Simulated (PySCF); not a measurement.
An excited-state job on `CB[AsH2]`.

Computed with TDDFT CAM-B3LYP/def2-SVPD, vertical, gas phase, core orbitals frozen in the response (PySCF 2.14.0, density-fitted response routines). Geometry: PBE0-D3(BJ)/def2-SVP. A driver script takes a list of jobs; this job's settings line and coordinates (Å) are shown.

Input:
```
{"job": {"kind": "uv", "xc": "CAM-B3LYP", "basis": "def2-SVPD", "ip": true}, "charge": 0, "multiplicity": 1}
C     -1.136330    -0.402639    -0.211300
B     -0.011558     0.605569     0.173171
As     1.897953     0.407293    -0.404141
H     -0.861095    -1.178727    -0.939470
H     -2.064151     0.099535    -0.530137
H     -1.396233    -0.917089     0.735929
H     -0.285951     1.618923     0.778100
H      2.038962    -1.096360    -0.243334
H      2.573262     0.789139     0.899282
```

Output:
```
coarse grid: 32528 points
cycle   1  E = -2302.1574502405  dE = -7.461e-01  |g| = 2.930e-01  |ddm| = 3.397e+00
cycle   2  E = -2302.1684337485  dE = -1.098e-02  |g| = 2.140e-01  |ddm| = 5.670e-01
cycle   3  E = -2302.1770321783  dE = -8.598e-03  |g| = 2.509e-02  |ddm| = 2.413e-01
cycle   4  E = -2302.1772278625  dE = -1.957e-04  |g| = 8.814e-03  |ddm| = 6.412e-02
cycle   5  E = -2302.1772582018  dE = -3.034e-05  |g| = 1.930e-03  |ddm| = 1.970e-02
cycle   6  E = -2302.1772594576  dE = -1.256e-06  |g| = 6.348e-04  |ddm| = 4.388e-03
final grid: 67728 points
cycle   7  E = -2302.1772487062  dE = -9.498e-08  |g| = 5.154e-04  |ddm| = 2.536e-03
cycle   8  E = -2302.1772487247  dE = -1.855e-08  |g| = 4.591e-04  |ddm| = 1.299e-03
cycle   9  E = -2302.1772487610  dE = -3.630e-08  |g| = 2.078e-05  |ddm| = 5.986e-04
cycle  10  E = -2302.1772487615  dE = -4.829e-10  |g| = 1.391e-05  |ddm| = 9.068e-05
converged SCF energy = -2302.1772487615

Static polarisability (au): isotropic 62.140, principal 51.940 57.893 76.587

Singlet excitations
state   eV       nm        f      main configurations
  1   4.6592    266.1   0.04773   H->L 0.88, H-1->L 0.10
  2   6.1242    202.4   0.03578   H-1->L 0.67, H-2->L 0.18
  3   6.3493    195.3   0.05504   H->L+1 0.72, H->L+3 0.11, H-2->L 0.08
  4   6.3692    194.7   0.02520   H-2->L 0.63, H-1->L 0.17
  5   6.5847    188.3   0.07264   H->L+2 0.82
  6   7.4614    166.2   0.24345   H->L+5 0.32, H->L+3 0.30, H->L+4 0.27
  7   7.6853    161.3   0.01801   H->L+3 0.46, H->L+5 0.19, H->L+1 0.11
  8   8.0659    153.7   0.00297   H-3->L 0.70, H-1->L+1 0.09
  9   8.1435    152.2   0.00887   H->L+4 0.54, H->L+5 0.34
 10   8.2282    150.7   0.04002   H-1->L+1 0.73, H-3->L 0.10

Triplet excitations (Tamm-Dancoff, eV): 3.7905 5.4402 5.6935 5.7717
Vertical ionisation energy (delta-SCF) = 9.3949 eV
Vertical electron affinity (delta-SCF) = -0.3907 eV
```

The SCF starts on a coarse grid where the log names one; the energy can jump when the final grid takes over, and dE then counts from the start density on the new grid. H and L stand for HOMO and LUMO; the number after each pair is its weight.

**Question.** Which computed singlet has the largest oscillator strength, and what do all of them sum to?

**Answer.** State 6 at 7.46 eV (166 nm), f = 0.243; the 10 states sum to 0.550.

**Question.** Give S1 in cm⁻¹ and kJ/mol.

**Answer.** 4.6592 eV × 8065.54 = 37579 cm⁻¹; × 96.485 = 449.5 kJ/mol.

Main results: HOMO -8.39 eV, LUMO -0.28 eV; lowest singlet 4.66 eV; lowest triplet 3.79 eV (Tamm–Dancoff); mean polarisability 62.1 au.

 Relativistic effects, spin–orbit coupling among them, are left out although an element past zinc is present.

**Question.** How long does this job take on one thread, x86-64 server (shared host)?

**Answer.** About 22 s.

One conformer stands for the species.
Labels such as C1 count atoms from 1, the log's own numbers from 0.
